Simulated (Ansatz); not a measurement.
Species: ZrBr4, net charge -1, doublet state. The spin state was set by rule; other spins were not relaxed. SMILES of the parent species: [Br][Zr]([Br])([Br])[Br]
Coordinates optimised at B3LYP-D3(BJ)/def2-TZVP (Ansatz, a program for electronic structure):
```xyz
5

Zr     0.0000     0.0000     0.0000
Br     2.0573    -0.9357    -1.2739
Br     1.0464     0.5859     2.3006
Br    -1.3225     2.1689    -0.5272
Br    -1.7812    -1.8190    -0.4995
```
Charge -1, spin multiplicity 2.

Parts of the frozen-core correlation energy in def2-SVPD (Ansatz, hartree). Frozen orbitals: 60; correlated occupied orbitals by spin: 17 and 16; virtual: 121 and 122. Open shells are spin-unrestricted. Spin-orbit coupling is left out. Past Kr the def2 sets carry scalar-relativistic core potentials.

```
term                              value
-------------------------  ------------
reference (HF)             -10335.35154
MP2 opposite-spin                     ?
MP2 same-spin                         ?
CCSD correlation                      ?
(T)                            -0.02149
T1 diagnostic                     0.018
largest doubles amplitude         0.016
<S^2> of the reference            0.755
```

**Question.** Some entries are withheld; supply them.

**Answer.** 
- MP2 opposite-spin, value: -0.41586
- MP2 same-spin, value: -0.16580
- CCSD correlation, value: -0.62191
